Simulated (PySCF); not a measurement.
Compound: C2H8BNSn.
Bonds: C1–C2 (double), C2–B3, B3–N4, N4–Sn5. Hydrogens: H6, H7 on C1; H8 on C2; H9 on B3; H10 on N4; H11, H12, H13 on Sn5.

A GFN2-xTB structure with every atom displaced at random (by about 0.01 Å) was refined with PySCF 2.14.0, PBE0-D3(BJ)/def2-SVP geometry optimisation, gas phase, def2 core potentials past Kr. Values at the start:

```
 coordinate    start
      C1=C2  1.348 Å
      C1–H6  1.051 Å
      C1–H7  1.091 Å
      C2–B3  1.559 Å
      C2–H8  1.078 Å
      B3–N4  1.343 Å
      B3–H9  1.169 Å
     N4–Sn5  2.049 Å
     N4–H10  1.009 Å
    Sn5–H11  1.656 Å
   C1–C2–B3   124.9°
   C2–B3–N4   120.5°
  B3–N4–Sn5   132.7°
C1–C2–B3–N4     178°
```

Task: How do these coordinates change at the PBE0-D3(BJ)/def2-SVP level?

Result: 
```json
{"coordinate": "B3–N4", "PBE0-D3(BJ)/def2-SVP (Å or °)": "1.402", "change": "+0.059"}
{"coordinate": "Sn5–H11", "PBE0-D3(BJ)/def2-SVP (Å or °)": "1.711", "change": "+0.055"}
{"coordinate": "B3–H9", "PBE0-D3(BJ)/def2-SVP (Å or °)": "1.217", "change": "+0.048"}
{"coordinate": "C1–H6", "PBE0-D3(BJ)/def2-SVP (Å or °)": "1.096", "change": "+0.045"}
{"coordinate": "C2–H8", "PBE0-D3(BJ)/def2-SVP (Å or °)": "1.102", "change": "+0.024"}
{"coordinate": "N4–Sn5", "PBE0-D3(BJ)/def2-SVP (Å or °)": "2.061", "change": "+0.012"}
{"coordinate": "C1=C2", "PBE0-D3(BJ)/def2-SVP (Å or °)": "1.341", "change": "-0.007"}
{"coordinate": "N4–H10", "PBE0-D3(BJ)/def2-SVP (Å or °)": "1.015", "change": "+0.006"}
{"coordinate": "C1–H7", "PBE0-D3(BJ)/def2-SVP (Å or °)": "1.096", "change": "+0.005"}
{"coordinate": "C2–B3", "PBE0-D3(BJ)/def2-SVP (Å or °)": "1.561", "change": "+0.002"}
{"coordinate": "B3–N4–Sn5", "PBE0-D3(BJ)/def2-SVP (Å or °)": "127.3", "change": "-5.4"}
{"coordinate": "C1–C2–B3", "PBE0-D3(BJ)/def2-SVP (Å or °)": "122.4", "change": "-2.5"}
{"coordinate": "C2–B3–N4", "PBE0-D3(BJ)/def2-SVP (Å or °)": "122.5", "change": "+2.0"}
{"coordinate": "C1–C2–B3–N4", "PBE0-D3(BJ)/def2-SVP (Å or °)": "-178", "change": "+4"}
```

The energy falls by 24.6 kJ/mol over 7 energy and gradient evaluations, the largest force component goes from 0.0514 to 3.2e-04 Eh/bohr, and the atoms move by 0.072 Å rms after alignment. The bond that changes most is B3–N4 (three-coordinate boron to boron-bound nitrogen), which lengthens by 0.059 Å. Bonds longer at the end by more than 0.005 Å: 10 of 12; shorter: 1. Rotational constants go from 8327, 1060, 953.8 to 7926, 1069, 956.6 MHz.

The run used 122 basis functions and 52 SCF cycles in all.

No PBE0-D3(BJ)/def2-SVP frequencies stand behind this structure, so it isn't proved a minimum. One conformer, not necessarily the lowest.

Shape of the structure used: `[CH2:1]=[CH:2][BH:3][NH:4][SnH3:5]`: C1–C2–B3–N4 -178°, C2–B3–N4–Sn5 0°.
